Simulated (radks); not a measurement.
Results of a calculation; reference values are marked as such.
Question: All-electron atom: Sb XLVIII in [He] 2s2. Level of theory: scalar-relativistic Kohn-Sham, PBE, spin-polarised, spherical densities, finite nucleus; Fermi nuclear charge, rms radius 4.6802 fm (a radial shooting solver on a logarithmic mesh with Libxc functionals). Some entries of the table are withheld. Estimate them.

orbital,occ.,eigenvalue (hartree),<1/r> (bohr^-1)
1s,2,(1),54.50
2s,2,(2),(3)
2p,0,(4),12.68
3s,0,(5),5.712
3d,0,-126.3998,5.409

Answer: 
(1) 1s eigenvalue (hartree): -1281.632
(2) 2s eigenvalue (hartree): -308.3052
(3) 2s <1/r> (bohr^-1): 13.25
(4) 2p eigenvalue (hartree): -296.0921
(5) 3s eigenvalue (hartree): -132.7638
